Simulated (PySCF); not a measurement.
From one molecule to another.

First species: C5H10OSi.
SMILES: `C[SiH](C)/C=C\C=O`

Second species: C₆H₁₁P.
Structure used (GFN2-xTB), in Å, numbered top down from 1:
```
atom  x, y, z in Å
C1     1.9945   -0.8505   -0.1000
C2     1.5769    0.0747    1.0523
P3     0.4330    1.0726   -0.0585
C4    -1.0513   -0.0085    0.0661
C5    -2.2172    0.4937    0.8702
C6    -2.3088    0.4485   -0.6182
C7     1.4333    0.0077   -1.2432
H8     1.4958   -1.8174   -0.0407
H9     3.0684   -1.0319   -0.1612
H10    2.4009    0.6921    1.4108
H11    1.1015   -0.4070    1.9057
H12   -0.8587   -1.0762    0.0866
H13   -2.7863   -0.2205    1.4468
H14   -2.1283    1.4613    1.3424
H15   -2.2821    1.3856   -1.1550
H16   -2.9410   -0.2975   -1.0770
H17    0.8577   -0.5212   -2.0015
H18    2.2030    0.6008   -1.7373
```

Levels: CAM-B3LYP/def2-SVPD for dipole moment, HOMO energy, LUMO energy, HOMO–LUMO gap, static isotropic polarisability and electronic spatial extent ⟨r²⟩ about the centre of nuclear charge; TDDFT CAM-B3LYP/def2-SVPD for lowest singlet excitation; TDA CAM-B3LYP/def2-SVPD for lowest triplet excitation (Tamm–Dancoff); GFN2-xTB for rotational constant A and rotational constant C. Geometries: GFN2-xTB. Each species is one conformer at its optimised geometry, gas phase, non-relativistic unless stated. Electronic properties by PySCF.

Dipoles, sizes and rotational constants follow the conformer. The torsions of the flexible species, by atom-mapped SMILES:
- `[CH3:1][SiH:2]([CH3:3])/[CH:4]=[CH:5]\[CH:6]=[O:7]`: C1–Si2–C4–C5 175°, C4–C5–C6–O7 1°
- `[CH2:1]1[CH2:2][P:3]([CH:4]2[CH2:5][CH2:6]2)[CH2:7]1`: C2–P3–C4–C5 108°

```csv
property,column X,column Y
dipole moment,1.31 D,2.46 D
HOMO energy,-7.72 eV,-9.01 eV
LUMO energy,1.32 eV,-1.18 eV
HOMO–LUMO gap,9.04 eV,7.83 eV
lowest singlet excitation,5.86 eV,3.71 eV
lowest triplet excitation (Tamm–Dancoff),4.79 eV,3.24 eV
static isotropic polarisability,91.3 au,88.7 au
electronic spatial extent ⟨r²⟩ about the centre of nuclear charge,995 bohr²,1025 bohr²
rotational constant A,4.651 GHz,3.521 GHz
rotational constant C,1.378 GHz,1.267 GHz
```

Q: Which column belongs to which species?

A: Column X is the second species and column Y the first. The first has 17 atoms and 62 electrons, the second 18 and 62.

Q: How does each property change from the first species to the second?

A: dipole moment -1.15 D; HOMO energy +1.29 eV; LUMO energy +2.50 eV; HOMO–LUMO gap +1.21 eV; lowest singlet excitation +2.15 eV; lowest triplet excitation (Tamm–Dancoff) +1.55 eV; static isotropic polarisability +2.6 au; electronic spatial extent ⟨r²⟩ about the centre of nuclear charge -30 bohr²; rotational constant A +1.130 GHz; rotational constant C +0.111 GHz.

On the first: No computed singlet falls in the visible range (750 to 380 nm, 1.65 to 3.26 eV); S1 lies 0.45 eV above its blue end. GFN2-xTB frequencies show an imaginary mode (54i cm⁻¹), so this geometry is no minimum at that level.

On the second: The principal polarisabilities are 79.5, 85.7 and 108.8 au; their mean is the isotropic value. The polarisability is 13.53 Å³ as a volume (1 au = 0.148185 Å³), or 1.47 au for each of the 62 electrons.
